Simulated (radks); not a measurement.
Values are calculated unless marked as measured or tabulated.
Spherical quantum dot in the effective-mass picture: electrons in a hard-walled sphere of radius 3.31, with a point charge +2 (a donor) at the centre, all in effective atomic units (hartree* = m*/eps^2 hartree, bohr* = eps/m* bohr), one dielectric constant everywhere. Level of theory: non-relativistic Kohn-Sham, exchange-only LDA, spin-polarised, spherical densities (a radial shooting solver with Libxc functionals). Levels are named by radial order and angular momentum (1s, 1p, 1d, 2s, ...), and open shells are averaged over m.

N = 20, configuration 1s2 1p6 1d10 2s2. This is the lowest configuration that the search found. Occupied and some empty levels:

level  occupation  eigenvalue (hartree*)  <r> (bohr*)
1s              2                 7.3925        1.773
1p              6                 7.7712        2.232
2s              2                 8.1681        1.354
1d             10                 8.2204        2.339
1f              0                 8.8118        2.416
1g              0                 9.5376        2.477
2p              0                 9.6757        1.661

Energy (hartree*): total 79.5266, kinetic 28.570, external -23.824, Hartree 83.248, exchange-correlation -8.4684. Static polarisability (adiabatic kernel): 15.35 bohr*^3.

Electron density:

r (bohr*)  n(r) (e/bohr*^3)
0.0897                2.939
0.337                 1.141
0.585                0.4753
0.832                0.2215
1.08                 0.1326
1.33                 0.1190
1.57                 0.1439
1.82                 0.1858
2.07                 0.2229
2.32                 0.2308
2.56                 0.1911
2.81                 0.1109
3.06                0.03165
3.31             0.00002850
